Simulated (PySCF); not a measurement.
Gas-phase reaction: 2 CuH + Cl2 = 2 CuCl + H2

Energies from PySCF (xtb for GFN2), thermal terms from the rigid-rotor harmonic-oscillator model, ideal gas at 1 bar. † marks an energy on the PBE0/def2-TZVP geometry and frequencies; other levels use their own. All species are closed-shell singlets. Cu: all electrons, no relativistic terms. The harmonic model lacks anharmonicity and excited electronic states, which grow with temperature; levels with a mode under 35 cm⁻¹ are left out.

```csv
level,"ΔE electronic, kJ","ΔH°(298 K), kJ","ΔS°(298 K), J/K","ΔG°(600 K), kJ"
GFN2-xTB,5,9,-7,12
HF/def2-TZVP†,-500,-493,-10,-488
PBE0/def2-TZVP,-393,-386,-10,-381
r2SCAN/def2-TZVP†,-391,-384,-10,-379
ωB97X-V/def2-TZVP†,-415,-409,-10,-403
```
ΔH° is lowest at HF/def2-TZVP† and highest at GFN2-xTB. No reference value is set beside these.
